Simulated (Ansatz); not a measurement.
Frontier orbitals of GeH5N (`[NH2][GeH3]`).

```json
{"atom": "N1", "x (Å)": "-0.870", "y (Å)": "-0.556", "z (Å)": "-0.533"}
{"atom": "Ge2", "x (Å)": "0.584", "y (Å)": "0.347", "z (Å)": "0.151"}
{"atom": "H3", "x (Å)": "-0.956", "y (Å)": "-1.504", "z (Å)": "-0.193"}
{"atom": "H4", "x (Å)": "-1.751", "y (Å)": "-0.086", "z (Å)": "-0.372"}
{"atom": "H5", "x (Å)": "0.591", "y (Å)": "1.738", "z (Å)": "-0.500"}
{"atom": "H6", "x (Å)": "0.569", "y (Å)": "0.517", "z (Å)": "1.690"}
{"atom": "H7", "x (Å)": "1.833", "y (Å)": "-0.455", "z (Å)": "-0.244"}
```

The species carries charge 0 and has multiplicity 1. Correlated methods include outer-core shells of Ge, which these sets cover unevenly. Scalar relativity is left out up to krypton. The structure was optimised at the PBE0-D4/def2-TZVP level. Basis def2-TZVPP, the Gaussian-basis code of Ansatz.

```
functional  HOMO (eV)  LUMO (eV)
   LC-ωPBE     -10.15       2.54
```

(1) Give HOMO and LUMO (eV) with LDA (SPW92), PBE, revPBE, BLYP, r2SCAN, B97M-V, PBE0, B3LYP, r2SCANh, r2SCAN0, HSE06 (plane-wave form), BHLYP, CAM-B3LYP, ωB97X-V, ωB97M-V, HF. (Estimate.)

## Answers

(1) Ansatz gave: 
```json
{"functional": "LDA (SPW92)", "HOMO": "-5.99", "LUMO": "-0.59"}
{"functional": "PBE", "HOMO": "-5.88", "LUMO": "-0.40"}
{"functional": "revPBE", "HOMO": "-5.84", "LUMO": "-0.31"}
{"functional": "BLYP", "HOMO": "-5.77", "LUMO": "-0.39"}
{"functional": "r2SCAN", "HOMO": "-6.20", "LUMO": "0.09"}
{"functional": "B97M-V", "HOMO": "-6.35", "LUMO": "-0.23"}
{"functional": "PBE0", "HOMO": "-7.33", "LUMO": "0.42"}
{"functional": "B3LYP", "HOMO": "-7.08", "LUMO": "0.11"}
{"functional": "r2SCANh", "HOMO": "-6.74", "LUMO": "0.36"}
{"functional": "r2SCAN0", "HOMO": "-7.55", "LUMO": "0.73"}
{"functional": "HSE06 (plane-wave form)", "HOMO": "-6.92", "LUMO": "0.05"}
{"functional": "BHLYP", "HOMO": "-8.69", "LUMO": "1.10"}
{"functional": "CAM-B3LYP", "HOMO": "-8.75", "LUMO": "1.26"}
{"functional": "ωB97X-V", "HOMO": "-9.79", "LUMO": "2.34"}
{"functional": "ωB97M-V", "HOMO": "-9.68", "LUMO": "1.98"}
{"functional": "HF", "HOMO": "-10.87", "LUMO": "3.13"}
```

B3LYP here is the variant with VWN-RPA as its local correlation; programs differ in this. LC-ωPBE has ω = 0.4 bohr⁻¹. Positive LUMOs are unbound and depend on the basis.
